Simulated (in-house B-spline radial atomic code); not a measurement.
Ionisation energies along the 21-electron series, configuration [Ar] 3d3, as differences of self-consistent energies. Dirac energy differences include first-order Breit, QED and recoil terms. NIST's values go from ground level to ground level; the uncertainty of those that are theory runs from under 0.1 % in few-electron ions to several per cent in heavy many-electron ones. Computed with an all-electron radial atomic-structure program (B-spline basis): Dirac-Hartree-Fock, average of the configuration, finite nuclei.

| ion | configuration after | ionisation energy (eV) | IE/(q+1)² (eV) | Breit and QED recoil part (eV) | tabulated value (eV) | tabulated kind | computed minus tabulated (eV) |
| --- | --- | --- | --- | --- | --- | --- | --- |
| Dy45+ | [Ar] 3d2 | 3700.4 | 1.7487 | -1.9052 | 3725 | tabulated theory | -25 |
| Ho46+ | [Ar] 3d2 | 3853.6 | 1.7445 | -2.0323 | 3880 | tabulated theory | -26 |
| Er47+ | [Ar] 3d2 | 4010.0 | 1.7404 | -2.1648 | 4038 | tabulated theory | -28 |
| Tm48+ | [Ar] 3d2 | 4169.5 | 1.7365 | -2.3028 | 4199 | tabulated theory | -30 |
| Yb49+ | [Ar] 3d2 | 4332.1 | 1.7328 | -2.4464 | 4364 | tabulated theory | -32 |
| Lu50+ | [Ar] 3d2 | ? | ? | ? | ? | tabulated theory | ? |
| Hf51+ | [Ar] 3d2 | 4666.7 | 1.7258 | -2.7513 | 4703 | tabulated theory | -36 |
| Ta52+ | [Ar] 3d2 | ? | ? | ? | ? | tabulated theory | ? |
| W53+ | [Ar] 3d2 | ? | ? | ? | ? | semi-empirical | ? |
| Re54+ | [Ar] 3d2 | 5192.1 | 1.7164 | -3.2543 | 5236 | tabulated theory | -44 |
| Os55+ | [Ar] 3d2 | 5373.6 | 1.7135 | -3.4345 | 5421 | tabulated theory | -47 |
| Ir56+ | [Ar] 3d2 | 5558.2 | 1.7107 | -3.6213 | 5609 | tabulated theory | -51 |
| Pt57+ | [Ar] 3d2 | 5745.9 | 1.7081 | -3.8148 | 5800 | tabulated theory | -54 |

Fill in the row of Lu50+.

ionisation energy (eV): 4497.8; IE/(q+1)² (eV): 1.7293; Breit and QED recoil part (eV): -2.596; tabulated value (eV): 4532; computed minus tabulated (eV): -34.

Fill in the row of Ta52+.

ionisation energy (eV): 4838.7; IE/(q+1)² (eV): 1.7226; Breit and QED recoil part (eV): -2.9128; tabulated value (eV): 4877; computed minus tabulated (eV): -38.

Fill in the row of W53+.

ionisation energy (eV): 5013.8; IE/(q+1)² (eV): 1.7194; Breit and QED recoil part (eV): -3.0804; tabulated value (eV): 5063; computed minus tabulated (eV): -49.

Where a p, d or f electron is removed, the computed value is a mean over both j, so it misses the tabulated one by a part of the spin-orbit splitting; averaging over terms and missing correlation add to the gap, relatively most at low charge.
